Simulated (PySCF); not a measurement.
```xyz
5
charge 0 multiplicity 1, angstrom
W     0.0000   -0.3139   -0.2220
N     0.0000   -1.6844   -1.1914
I     2.2054   -0.5238    1.1892
I    -2.2054   -0.5238    1.1892
I     0.0000    1.6821   -1.9295
```

All numbers come from PBE/[W def2-SVP with ECP60, N def2-SVP, I def2-SVP with ECP28], scalar-relativistic core potentials, density fitting, no spin–orbit coupling, PySCF.

This geometry of WNI₃ is a stationary point at this level.

(1) What is the point group?

(2) Is it a minimum?

(3) List the harmonic modes with their infrared intensities.

## Answers

(1) C3v.

(2) Yes: all harmonic wavenumbers are real, though the softest, 48 cm⁻¹, leaves little margin.

(3) 
| symmetry | ω (cm⁻¹) | IR (km/mol, summed over degenerate members) | type |
| --- | --- | --- | --- |
| e | 48 | 0.3 | bend |
| a1 | 72 | 0.2 | bend |
| a1 | 178 | 0.3 | stretch |
| e | 201 | 8.7 | mixed |
| e | 254 | 36.9 | bend |
| a1 | 1102 | 34.5 | stretch |

Only a few start shapes were tried, so a lower isomer may exist. Spin–orbit coupling, left out here, can matter for elements this heavy.
